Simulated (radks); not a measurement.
Results of a calculation; reference values are marked as such.
How relativity changes the ionisation of the cobalt ion Co+ ([Ar] 3d8) to Co2+ ([Ar] 3d7). Spin-unpolarised spherical Kohn-Sham, LDA (Slater exchange, Perdew-Wang correlation), point nucleus unless stated (finite: rms radius 3.7875 fm), a radial shooting solver on a logarithmic mesh with Libxc functionals. A level marked "c x" has the speed of light scaled by that factor and shares open shells by 2j + 1; other Dirac levels either fill j = l - 1/2 first or share by 2j + 1.

level                               E(Co+) (hartree)  E(Co2+) (hartree)  IE (eV)   HOMO  <r> HOMO (bohr)
non-rel.                                 -1379.85433        -1379.12649   19.805     3d            1.131
scalar-rel.                              -1390.53178        -1389.80868   19.677     3d            1.137
scalar-rel., finite nucleus              -1390.52677        -1389.80366   19.677     3d            1.137
Dirac, 2j+1 shares                       -1390.56466        -1389.84155   19.677  3d5/2            1.141
Dirac, low j first                       -1390.56988        -1389.85034   19.580  3d5/2            1.142
Dirac, 2j+1 shares, finite nucleus       -1390.55964        -1389.83653   19.677  3d5/2            1.141
Dirac, c x 1.25                          -1386.66170        -1385.93692   19.722  3d5/2            1.137
Dirac, c x 1.5                           -1384.56410        -1383.83839   19.748  3d5/2            1.135
Dirac, c x 10                            -1379.95943        -1379.23165   19.804  3d5/2            1.131

NIST Atomic Spectra Database: 17.084 eV (measured). The relativistic part of the total energy of Co+ is -10.71 hartree (Dirac, 2j+1 shares, finite nucleus), 0.78 % of the non-relativistic value. Spin polarisation and multiplet splitting of open shells are left out at every level.

Beside tabulated values, note that spin-unpolarised runs miss the spin-polarisation part of the exchange energy of open shells.
